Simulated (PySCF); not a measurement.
Zn(H)(OMe) (CH₄OZn), SMILES C[O][ZnH].

The structure is a stationary point at B3LYP-D3(BJ)/def2-TZVP.

Calculation: TDA-CAM-B3LYP/def2-SVPD (PySCF 2.14.0).

Vertical excitations. Gas-phase values at a fixed geometry. State labels are in the subgroup Cs.

Computed lowest excited states:
| state | symmetry | energy (eV) | λ (nm) | f | main pairs |
|---|---|---|---|---|---|
| S1 | A" | 5.59 | 222 | 0.002 | HOMO→LUMO 85 % |
| S2 | A' | 5.99 | 207 | 0.002 | HOMO−1→LUMO 46 %, HOMO→LUMO+1 45 % |
| S3 | A" | 6.10 | 203 | 0.011 | HOMO→LUMO+2 84 % |
| S4 | A" | 6.29 | 197 | 0.003 | HOMO−1→LUMO+1 96 % |
| S5 | A' | 6.44 | 193 | 0.022 | HOMO−1→LUMO+2 85 % |
| S6 | A' | 6.56 | 189 | 0.112 | HOMO→LUMO+1 50 %, HOMO−1→LUMO 39 % |
| S7 | A" | 7.75 | 160 | 0.007 | HOMO→LUMO+3 93 % |
| S8 | A' | 8.01 | 155 | 0.160 | HOMO−2→LUMO 67 %, HOMO−1→LUMO+3 25 % |
| S9 | A' | 8.21 | 151 | 0.119 | HOMO−1→LUMO+3 65 %, HOMO−2→LUMO 27 % |
| S10 | A" | 8.22 | 151 | 0.288 | HOMO−2→LUMO+1 95 % |
| T1 | A" | 5.36 | 231 | 0 | HOMO→LUMO 61 %, HOMO→LUMO+2 33 % |
| T2 | A' | 5.58 | 222 | 0 | HOMO−1→LUMO 55 %, HOMO−1→LUMO+2 22 %, HOMO→LUMO+1 17 % |
| T3 | A' | 5.75 | 216 | 0 | HOMO→LUMO+1 78 % |
| T4 | A" | 5.88 | 211 | 0 | HOMO→LUMO+2 60 %, HOMO→LUMO 34 % |
Triplets are in the Tamm–Dancoff approximation.
